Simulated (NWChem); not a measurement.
System: C2H6O2Si, singlet; SMILES CO[Si]OC

Excerpt of the output:

```
             Northwest Computational Chemistry Package (NWChem) 7.3.0
             --------------------------------------------------------

 CS  symmetry detected

                             Geometry "geometry" -> ""
                             -------------------------

 Output coordinates in angstroms (scale by  1.889725989 to convert to a.u.)

  No.       Tag          Charge          X              Y              Z
 ---- ---------------- ---------- -------------- -------------- --------------
    1 Si                  14.0000     1.01213286    -0.02414908     0.00000000
    2 O                    8.0000    -0.39551333    -0.94091073     0.00000000
    3 C                    6.0000    -0.45576492    -2.34031544     0.00000000
    4 H                    1.0000     0.54614140    -2.80992756     0.00000000
    5 H                    1.0000    -0.99849859    -2.69641685     0.89108683
    6 H                    1.0000    -0.99849859    -2.69641685    -0.89108683
    7 O                    8.0000     0.36339038     1.49943457     0.00000000
    8 C                    6.0000    -0.96247443     1.96567785     0.00000000
    9 H                    1.0000    -1.13256489     2.59180721     0.89085090
   10 H                    1.0000    -1.13256489     2.59180721    -0.89085090
   11 H                    1.0000    -1.68745471     1.13686873     0.00000000

 Effective nuclear repulsion energy (a.u.)     228.9529312629

      Symmetry information
      --------------------

 Group name             Cs
 Group number              2
 Group order               2
 No. of unique centers     9

  pbe96 is a nonlocal functional; adding pw91lda local functional.

                                 NWChem DFT Module
                                 -----------------

 Summary of "ao basis" -> "ao basis" (spherical)
 ------------------------------------------------------------------------------
       Tag                 Description            Shells   Functions and Types
 ---------------- ------------------------------  ------  ---------------------
 Si                         def2-svp                 8       18   4s3p1d
 O                          def2-svp                 6       14   3s2p1d
 C                          def2-svp                 6       14   3s2p1d
 H                          def2-svp                 3        5   2s1p

      Symmetry analysis of basis
      --------------------------

        a'         71
        a"         33

            General Information
            -------------------
          SCF calculation type: DFT
          Wavefunction type:  closed shell.
          No. of atoms     :    11
          No. of electrons :    48
           Alpha electrons :    24
            Beta electrons :    24
          Charge           :     0
          Spin multiplicity:     1
          Use of symmetry is: on ; symmetry adaption is: on
          Maximum number of iterations: 150
          AO basis - number of functions:   104
                     number of shells:    50
          Convergence on energy requested:  1.00D-06
          Convergence on density requested:  1.00D-05
          Convergence on gradient requested:  5.00D-04

              XC Information
              --------------
          PerdewBurkeErnzerhof Exchange Functional  1.000
            Perdew 1991 LDA Correlation Functional  1.000 local
           PerdewBurkeErnz. Correlation Functional  1.000 non-local

             Grid Information
             ----------------
          Grid used for XC integration:  medium
          Radial quadrature: Mura-Knowles
          Angular quadrature: Lebedev.
          Tag              B.-S. Rad. Rad. Pts. Rad. Cut. Ang. Pts.
          ---              ---------- --------- --------- ---------
          Si                  1.10       88          10.0       590
          O                   0.60       49          11.0       434
          C                   0.70       49          12.0       434
          H                   0.35       45          13.0       434
          Grid pruning is: on
          Number of quadrature shells:   464
          Spatial weights used:  Erf1

      Superposition of Atomic Density Guess
      -------------------------------------

 Sum of atomic energies:        -516.36614718

      Non-variational initial energy
      ------------------------------

 Total energy =    -518.490317
 1-e energy   =   -1165.425915
 2-e energy   =     417.982667
 HOMO         =      -0.278719
 LUMO         =      -0.009759

      Symmetry analysis of molecular orbitals - initial
      -------------------------------------------------

  Numbering of irreducible representations:

     1 a'          2 a"

  Orbital symmetries:

     1 a'          2 a'          3 a'          4 a'          5 a'
     6 a'          7 a'          8 a'          9 a"         10 a'
    11 a'         12 a'         13 a'         14 a'         15 a'
    16 a'         17 a"         18 a"         19 a'         20 a'
    21 a"         22 a'         23 a"         24 a'         25 a"
    26 a'         27 a'         28 a'         29 a'         30 a'
    31 a"         32 a"         33 a'         34 a'

     ---------------------------------------------
      Total Density - Mulliken Population Analysis
     ---------------------------------------------

    Atom       Charge   Shell Charges
 -----------   ------   -------------------------------------------------------
    1 Si  14    13.06   2.00  1.99  1.16  0.67  5.93  0.65  0.46  0.19
    2 O    8     8.81   1.99  1.10  0.68  3.05  1.98  0.01
    3 C    6     5.86   1.99  0.91  0.22  1.84  0.85  0.05
    4 H    1     0.94   0.69  0.22  0.02
    5 H    1     0.93   0.69  0.21  0.02
    6 H    1     0.93   0.69  0.21  0.02
    7 O    8     8.80   1.99  1.11  0.66  3.05  1.98  0.01
    8 C    6     5.88   1.99  0.92  0.22  1.85  0.86  0.05
    9 H    1     0.93   0.69  0.21  0.02
   10 H    1     0.93   0.69  0.21  0.02
   11 H    1     0.93   0.69  0.22  0.02

   convergence    iter        energy       DeltaE   RMS-Dens  Diis-err
 ---------------- ----- ----------------- --------- --------- ---------
 d= 0,ls=0.0,diis     1   -519.0075504631 -7.48D+02  1.65D-02  8.55D-01
 d= 0,ls=0.0,diis     2   -518.7280475184  2.80D-01  1.07D-02  3.62D+00
 d= 0,ls=0.0,diis     3   -519.1022930236 -3.74D-01  2.03D-03  5.77D-02
 d= 0,ls=0.0,diis     4   -519.1056809301 -3.39D-03  9.79D-04  2.15D-02
 d= 0,ls=0.0,diis     5   -519.1081722049 -2.49D-03  3.35D-04  1.59D-03
  Resetting Diis
 d= 0,ls=0.0,diis     6   -519.1082916196 -1.19D-04  1.37D-04  5.26D-04
 d= 0,ls=0.0,diis     7   -519.1083475230 -5.59D-05  5.90D-05  7.08D-06
 d= 0,ls=0.0,diis     8   -519.1083465611  9.62D-07  3.23D-05  1.57D-05
 d= 0,ls=0.0,diis     9   -519.1083482690 -1.71D-06  1.00D-05  2.30D-06
 d= 0,ls=0.0,diis    10   -519.1083485076 -2.39D-07  1.47D-06  5.37D-08

         Total DFT energy =     -519.108348507599
      One electron energy =    -1169.611539077957
           Coulomb energy =      472.284943312715
    Exchange-Corr. energy =      -50.734684005305
 Nuclear repulsion energy =      228.952931262947

 Numeric. integr. density =       47.999996962062

                  Occupations of the irreducible representations
                  ----------------------------------------------

                     irrep           alpha         beta
                     --------     --------     --------
                     a'               19.0         19.0
                     a"                5.0          5.0

                       DFT Final Molecular Orbital Analysis
                       ------------------------------------

 Vector   22  Occ=2.000000D+00  E=-2.589473D-01  Symmetry=a'
              MO Center= -1.2D-01,  1.3D+00,  3.1D-13, r^2= 2.4D+00
   Bfn.  Coefficient  Atom+Function         Bfn.  Coefficient  Atom+Function
  ----- ------------  ---------------      ----- ------------  ---------------
    66      0.428102   7 O  py               69      0.297065   7 O  py
    65      0.261994   7 O  px              100      0.254389  11 H  s
    68      0.205863   7 O  px               80     -0.195650   8 C  py
   101      0.155358  11 H  s                22      0.145836   2 O  px
    79     -0.128180   8 C  px               90     -0.118896   9 H  s

 Vector   23  Occ=2.000000D+00  E=-2.424993D-01  Symmetry=a"
              MO Center= -2.4D-01,  1.8D-01,  2.5D-15, r^2= 3.9D+00
   Bfn.  Coefficient  Atom+Function         Bfn.  Coefficient  Atom+Function
  ----- ------------  ---------------      ----- ------------  ---------------
    67     -0.407335   7 O  pz               24      0.402091   2 O  pz
    70     -0.314957   7 O  pz               27      0.307999   2 O  pz
    52     -0.154187   5 H  s                57      0.154187   6 H  s
    90      0.146794   9 H  s                95     -0.146794  10 H  s
    38     -0.143185   3 C  pz               81      0.141711   8 C  pz

 Vector   24  Occ=2.000000D+00  E=-2.093868D-01  Symmetry=a'
              MO Center=  1.0D+00, -3.3D-01,  1.6D-14, r^2= 2.7D+00
   Bfn.  Coefficient  Atom+Function         Bfn.  Coefficient  Atom+Function
  ----- ------------  ---------------      ----- ------------  ---------------
     4      0.443797   1 Si s                 3      0.413577   1 Si s
    22     -0.346394   2 O  px                2      0.261689   1 Si s
    25     -0.258923   2 O  px                8      0.255339   1 Si px
    11      0.224246   1 Si px               64     -0.178514   7 O  s
     5     -0.141187   1 Si px               48      0.110157   4 H  s

[...]
```

Level: PBE/def2-SVP. Low-valent species are run as closed-shell singlets; no triplet was tried in these runs. Geometry: optimised at PBE0/def2-SVP.

Question: Reconstruct the input file.

Answer: This is not unique; one that fits is the input that was run:
```
start job
memory heap 200 mb stack 900 mb global 1100 mb
geometry units angstroms noautoz
  Si     0.951231    -0.043101     0.382849
  O     -0.418599    -0.943843     0.016585
  C     -0.487834    -2.342369    -0.019406
  H      0.478410    -2.823224     0.224526
  H     -1.239316    -2.703436     0.701919
  H     -0.792700    -2.681151    -1.023242
  O      0.335097     1.487590     0.243071
  C     -0.944774     1.968734    -0.082092
  H     -1.328136     2.584977     0.747285
  H     -0.881146     2.608403    -0.977277
  H     -1.652879     1.148235    -0.276746
end
basis spherical
  * library def2-svp
end
dft
  xc xpbe96 cpbe96
  iterations 150
  mulliken
end
task dft energy
```
